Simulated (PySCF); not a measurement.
**Atomic charges by several schemes**

C5H11O4P.
Structure used (GFN2-xTB), in Å, numbered top down from 1:
```xyz
21
C5H11O4P angstrom
C     -2.7577    0.8829    1.0912
C     -2.1547   -0.1668    0.1664
C     -0.8912    0.3492   -0.5217
C     -0.2229   -0.7483   -1.3705
O      0.5954   -1.4689   -0.4759
P      1.1353   -0.4895    0.6857
O      1.2603   -1.0563    2.0182
O      2.4928    0.1306    0.0993
C      3.6715    0.1159    0.8857
O      0.0800    0.7019    0.4460
H     -3.6349    0.4845    1.5940
H     -2.0278    1.1766    1.8404
H     -3.0513    1.7651    0.5263
H     -2.8780   -0.4544   -0.5995
H     -1.8800   -1.0526    0.7441
H     -1.1069    1.2450   -1.1133
H     -0.9475   -1.4395   -1.8043
H      0.3933   -0.3059   -2.1596
H      3.4716   -0.3435    1.8545
H      4.0065    1.1444    1.0258
H      4.4372   -0.4534    0.3570
```

Density: PBE0/pcSseg-1 (PySCF); schemes: Mulliken, IAO, Hirshfeld and ESP-fitted. One conformer (not necessarily the lowest) at the GFN2-xTB geometry, without solvent, vibrations or thermal averaging.

Q: Which atoms carry the highest charge in the Mulliken, IAO, Hirshfeld and ESP-fitted schemes?

A: All schemes agree: Mulliken P6 (+1.376); IAO P6 (+1.981); Hirshfeld P6 (+0.551); ESP-fitted P6 (+1.256).

Q: For which atoms does the sign change between the 4 schemes (beyond +0.03 e in one, beyond −0.03 e in another)?

A: C2, C3 and C4. Atomic charges aren't observables, and each scheme defines them in its own way.

Q: At which atom do the 4 schemes differ most?

A: At P6: from +0.551 (Hirshfeld) to +1.981 e (IAO), 1.430 e apart.

Q: What partial charge does each atom carry?

A: In e:

```
atom                 environment  Mulliken     IAO  Hirshfeld  ESP-fitted
  C1               methyl carbon    -0.254  -0.421     -0.119      -0.306
  C2            chain CH2 carbon    -0.235  -0.266     -0.074      +0.150
  C3  sp3 carbon bound to oxygen    -0.061  +0.073     +0.048      -0.029
  C4  sp3 carbon bound to oxygen    +0.119  -0.076     +0.005      -0.072
  O5    oxygen bonded to C and P    -0.564  -0.608     -0.173      -0.422
  P6       phosphoryl phosphorus    +1.376  +1.981     +0.551      +1.256
  O7           phosphoryl oxygen    -0.576  -0.877     -0.372      -0.624
  O8    oxygen bonded to C and P    -0.592  -0.617     -0.177      -0.372
  C9              methoxy carbon    -0.036  -0.209     -0.031      -0.151
 O10    oxygen bonded to C and P    -0.563  -0.614     -0.165      -0.427
 H11             methyl hydrogen    +0.121  +0.146     +0.045      +0.077
 H12             methyl hydrogen    +0.134  +0.155     +0.040      +0.098
 H13             methyl hydrogen    +0.105  +0.135     +0.039      +0.078
 H14          methylene hydrogen    +0.122  +0.135     +0.043      -0.004
 H15          methylene hydrogen    +0.133  +0.144     +0.041      +0.029
 H16            methine hydrogen    +0.128  +0.149     +0.051      +0.134
 H17          methylene hydrogen    +0.135  +0.160     +0.059      +0.137
 H18          methylene hydrogen    +0.131  +0.144     +0.046      +0.105
 H19             methyl hydrogen    +0.137  +0.160     +0.044      +0.114
 H20             methyl hydrogen    +0.120  +0.152     +0.051      +0.114
 H21             methyl hydrogen    +0.120  +0.152     +0.051      +0.115
```

Mean size of the charges over all atoms: IAO 0.351 e, Mulliken 0.274 e, ESP-fitted 0.229 e, Hirshfeld 0.106 e. Each set sums to the total charge, 0, to within 0.001 e. The Mulliken scheme gives each basis function's population to the atom it is centred on and halves the overlap population of two atoms between them. The Hirshfeld scheme weights the molecular density at each point by an atom's share of the summed free-atom densities.

Q: How many electrons does the Mulliken scheme count on C2?

A: Z − q = 6 − (-0.235) = 6.235.

Q: Sum the charges by element, for elements with more than one atom.

A: 
```json
{"element": "C", "atoms": "5", "Mulliken": "-0.468", "IAO": "-0.898", "Hirshfeld": "-0.172", "ESP-fitted": "-0.408"}
{"element": "O", "atoms": "4", "Mulliken": "-2.295", "IAO": "-2.715", "Hirshfeld": "-0.888", "ESP-fitted": "-1.845"}
{"element": "H", "atoms": "11", "Mulliken": "+1.387", "IAO": "+1.632", "Hirshfeld": "+0.509", "ESP-fitted": "+0.996"}
```
